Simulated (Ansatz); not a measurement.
The cluster MoO3, 4 atoms. Hardware: 4 threads of Intel Xeon Platinum 8375C on a shared host.

In the def2 sets Mo takes a core potential; there is no spin–orbit coupling. Correlated methods freeze 3 core orbitals; core or outer-core shells of Mo are correlated, in sets that lack core-valence functions.

Question: How many basis functions does each of these Ansatz runs have, and roughly what does it cost? PBE0-D4/def2-SVP, charge -1 doublet at the geometry of the charge 0 singlet, energy with a search over starts; HSE06-D4/def2-TZVP, charge 0 quintet, energy, from earlier orbitals; r2SCAN-D4/def2-TZVP, charge 1 doublet at the geometry of the charge 0 singlet, energy, from earlier orbitals; PBE0-D4/def2-TZVPD, charge -1 doublet at the geometry of the charge 0 singlet, energy, from earlier orbitals; PBE-QIDH/def2-TZVP, charge 0 triplet, energy, from earlier orbitals; PBE-D4/def2-TZVP, charge 0 unrestricted singlet, energy, from earlier orbitals; PBE-D4/def2-TZVP, charge 1 doublet at the geometry of the charge 0 singlet, energy, from earlier orbitals; MP2/def2-TZVP, charge 0 triplet, energy, from earlier orbitals; CCSD(T)/def2-TZVPP, charge 0 quintet, energy, from earlier orbitals; PBE0-D4/def2-SVP, charge 1 doublet at the geometry of the charge 0 singlet, energy with a search over starts; B2PLYP/def2-TZVP, charge 0 singlet, energy, from earlier orbitals; BHLYP-D4/def2-TZVP, charge 0 triplet, energy, from earlier orbitals.

Answer: Other jobs shared the machine, so times can vary by a factor of up to 3. A dash marks memory too small to be measured apart from the calling script's.

```
                                                                                                          run  functions  fitting or Cholesky vectors  wall time  peak host memory (GiB)
                               PBE-D4/def2-TZVP, charge 0 unrestricted singlet, energy, from earlier orbitals        133                          761      1.3 s                       –
    PBE-D4/def2-TZVP, charge 1 doublet at the geometry of the charge 0 singlet, energy, from earlier orbitals        133                          761      1.4 s                       –
                                               MP2/def2-TZVP, charge 0 triplet, energy, from earlier orbitals        133                          976      1.7 s                       –
                                          HSE06-D4/def2-TZVP, charge 0 quintet, energy, from earlier orbitals        133                          831      1.8 s                       –
 PBE0-D4/def2-SVP, charge 1 doublet at the geometry of the charge 0 singlet, energy with a search over starts         73                          715      1.9 s                       –
                                            B2PLYP/def2-TZVP, charge 0 singlet, energy, from earlier orbitals        133                          976        2 s                       –
 r2SCAN-D4/def2-TZVP, charge 1 doublet at the geometry of the charge 0 singlet, energy, from earlier orbitals        133                          761      2.7 s                       –
                                          PBE-QIDH/def2-TZVP, charge 0 triplet, energy, from earlier orbitals        133                          976        4 s                       –
                                          BHLYP-D4/def2-TZVP, charge 0 triplet, energy, from earlier orbitals        133                          960      4.1 s                       –
 PBE0-D4/def2-TZVPD, charge -1 doublet at the geometry of the charge 0 singlet, energy, from earlier orbitals        160                          930      4.8 s                    0.56
PBE0-D4/def2-SVP, charge -1 doublet at the geometry of the charge 0 singlet, energy with a search over starts         73                          715        8 s                       –
                                          CCSD(T)/def2-TZVPP, charge 0 quintet, energy, from earlier orbitals        149                         1004       70 s                     3.2
```
